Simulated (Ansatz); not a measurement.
Cost and result for the atomization energy of C$_{2}$H$_{7}$ClOSi, SMILES `OC(Cl)C[SiH3]` (12 atoms, 11 bonds).

Cartesian coordinates in Å:
```
O -2.286 0.119 -0.399
C -1.075 -0.346 0.063
Cl -0.690 -1.972 -0.685
C 0.005 0.642 -0.276
Si 1.746 0.136 0.243
H -2.981 -0.490 -0.132
H -1.101 -0.573 1.133
H -0.248 1.585 0.221
H -0.018 0.833 -1.353
H 2.351 -0.827 -0.708
H 1.706 -0.468 1.602
H 2.590 1.359 0.290
```

The species carries charge 0 and has multiplicity 1. All single points use the PBE0-D4/def2-TZVP geometry. It is one conformer, not always the lowest. Program: Ansatz. All runs use 4 threads of an Arm Neoverse V1 on a shared host. Times are those of one run each, without the atoms' runs, and a repeat can differ threefold. Electronic energies, without spin–orbit coupling; frozen cores. CCSD(T)/CBS adds CCSD(T) − MP2 in def2-TZVPP to the MP2 limit, and its time is that of the two runs behind it. T1 = 0.011. HSE06 is the plane-wave form, built on full-range PBE exchange.

CCSD(T)/CBS is a level of theory with its own doubt, some kJ/mol a heavy atom from the limit and from the frozen cores, so smaller differences don't rank the functionals.

```csv
level,functions,wall time,atomization (kcal/mol),difference from CCSD(T)/CBS,per bond
revPBE-D4/def2-TZVPP,275,2.7 s,996.1,-8.6,-0.8
PBE-D4/def2-TZVPP (with forces),275,3.2 s,1018.8,14.1,1.3
PBE0-D4/def2-TZVPP,275,4.1 s,1003.4,-1.3,-0.1
CAM-B3LYP-D4/def2-TZVPP,275,5 s,1005.2,0.5,0.0
BHLYP-D4/def2-TZVPP,275,5.5 s,974.0,-30.7,-2.8
HSE06-D4/def2-TZVPP,275,6 s,1004.1,-0.6,-0.1
r2SCAN-D4/def2-TZVPP (with forces),275,6.5 s,1005.9,1.2,0.1
CCSD(T)/def2-SVP,113,7.5 s,947.4,-57.3,-5.2
B97M-V/def2-TZVPP,275,13 s,1005.2,0.5,0.0
ωB97M-V/def2-TZVPP (with forces),275,15 s,1007.0,2.3,0.2
MP2/def2-QZVPP,521,36 s,1007.1,2.4,0.2
CCSD(T)/def2-TZVPP,275,4.4 min,978.2,-26.5,-2.4
CCSD(T)/CBS(def2),–,5 min,1004.7,0.0,0.0
```

From PBE to PBE0 (25 % exact exchange), in def2-TZVPP and without D4, the atomization energy moves by −14.4 kcal/mol: exact exchange takes away binding that semilocal exchange gives to molecules. The D4 term adds +10.3 kcal/mol with B3LYP and +5.4 kcal/mol with PBE0; it sums over pairs of atoms, weighted by their polarisabilities, and B3LYP, whose exchange is more repulsive, gets the larger term. At CCSD(T), def2-SVP lies −57.3 kcal/mol from the extrapolated value and def2-TZVPP −26.5 kcal/mol: correlation converges slowly with the basis, and small sets miss more of it in the bonded molecule than in its fragments.

B3LYP here is the variant with VWN-RPA as its local correlation; programs differ in this.
